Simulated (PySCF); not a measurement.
Cartesian coordinates in Å; atom numbers follow the order of the lines, from 1:
```xyz
13

C    -0.8220    1.3937    0.3992
C    -0.4651    0.1837   -0.0488
C    -1.4554   -0.9335   -0.1625
F    -0.8328   -2.1476    0.1015
Si    1.3038   -0.1978   -0.5759
O     1.9501   -1.3916    0.3863
H    -0.1044    2.2183    0.4505
H    -1.8451    1.6188    0.7274
H    -2.2983   -0.8204    0.5395
H    -1.8569   -0.9952   -1.1896
H     2.1302    1.0272   -0.4010
H     1.2893   -0.6013   -2.0183
H     1.3158   -2.0959    0.5653
```

Theoretical values (PySCF 2.14): shieldings: GIAO PBE0/pcSseg-1, geometry from PBE0-D3(BJ)/def2-SVP. Rapidly exchanging positions averaged, non-relativistic, gas phase, a single conformation.

Shifts are taken against calculated references (same method and geometry level): ¹³C (σ = 184.41 ppm) and ¹H (σ = 31.27 ppm) and ²⁹Si (σ = 351.99 ppm) against TMS; ¹⁹F (σ = 177.25 ppm) vs CFCl3; H2O for ¹⁷O (σ = 334.56 ppm).

```tsv
atoms	nucleus	count	δ (ppm)
Si5	²⁹Si	1	?
H11/H12	¹H	2	5.10
F4	¹⁹F	1	-236.7
H7	¹H	1	?
C2	¹³C	1	?
O6	¹⁷O	1	28.9
H8	¹H	1	5.87
C1	¹³C	1	133.8
C3	¹³C	1	92.1
H13	¹H	1	1.22
H9/H10	¹H	2	5.31
```

Q: Complete the table.

A: 
- C2: 156.8 ppm, fully substituted alkene carbon; the olefinic region
- H7: 5.86 ppm, hydrogen on a terminal =CH2 carbon; a vinylic proton, deshielded by the sp2 carbon and the C=C anisotropy
- Si5: -14.6 ppm, silicon bonded to C, O, 2 H

OH and NH positions are those of a molecule without intermolecular hydrogen bonds; in solution they move with solvent, concentration and temperature, and exchange usually removes their couplings. Shifts are as computed. Against solution values, carbons near 30 ppm lie about +2 ppm off and those near 130 ppm about +5 ppm. Of 1309 compounds with measured shifts, 239 miss one by over three times the rms of a fit or turn the order of signals round; such compounds aren't used in these exercises. Unscaled 19F shifts against computed CFCl3 carry errors that often reach 10 to 50 ppm. Experimental scales use liquid or dissolved standards, which lie at an offset from isolated H2O (liquid H2O: subtract about 36 ppm).
